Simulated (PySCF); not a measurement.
Peak assignment

Atom-mapped SMILES (the numbers label the heavy atoms): `[CH3:1][CH:2]([CH3:3])[O:4][C:5]1=[O+:6][BH2-:7][O:8][CH:9]=[CH:10]1`; H(Xn) means a hydrogen on atom n.

Computational details: σ from GIAO-PBE0/pcSseg-1, PBE0-D3(BJ)/def2-SVP geometry, in PySCF 2.14 (no relativistic terms, isolated molecule, equivalent nuclei averaged, single conformer).

Scale: ¹³C (σref 184.41), ¹H (σref 31.27) against TMS (reference shieldings calculated alike).

Task: Assign these signals to the numbered atoms. ¹³C{¹H} NMR (computed): δ 183.9 (CH), 178.8 (C), 91.5 (CH), 71.5 (CH), 22.5 (CH3).

Result: 
```tsv
δ (ppm)	atoms	environment	reason
183.9	C9	alkene carbon bearing oxygen	an sp2 carbon further deshielded by the attached heteroatom
178.8	C5	ester carbonyl carbon	lone-pair donation from the attached heteroatom keeps it upfield of a ketone carbonyl
91.5	C10	β carbon of an enol-ether or enamine type C=C	the O or N lone pair pushes π density onto this β carbon and shields it
71.5	C2	sp3 CH bonded to O	the inductive effect lowers its shielding
22.5	C1/C3	methyl carbon	a saturated carbon with 1 carbon neighbour and no heteroatom attached
```

Task: Assign these signals to the numbered atoms. ¹H NMR (600 MHz, computed): δ 7.63 (d, 1H), 5.06 (d, 1H), 4.83 (sept, 1H), 3.73 (br, 2H), 1.30 (d, 6H).

Result: 
| δ (ppm) | atoms | environment | reason |
| --- | --- | --- | --- |
| 7.63 | H(C9) | hydrogen on an alkene carbon bearing oxygen | olefinic region |
| 5.06 | H(C10) | hydrogen on a β carbon of an enol-ether or enamine type C=C | lone-pair donation from O or N shields it, upfield of ordinary alkene protons |
| 4.83 | H(C2) | hydrogen on an sp3 CH bonded to O | its carbon carries O, which withdraws density |
| 3.73 | H(B7) | hydrogen on a boron bonded to 2 O, in a 6-membered ring | – |
| 1.30 | H(C1)/H(C3) | hydrogen on a methyl carbon | – |

Hydrogens on boron are broadened and split by ¹¹B (spin 3/2, 80 %) and 10B (spin 3). Shifts are as computed. Against solution values, carbons near 30 ppm lie about +2 ppm off and those near 130 ppm about +5 ppm. Of 1313 compounds with measured shifts, 239 miss one by over three times the rms of a fit or turn the order of signals round; such compounds aren't used in these exercises. Multiplicities follow the n + 1 count of equivalent neighbours, as no J values were calculated; m marks all less simple cases, F and P coupling included.
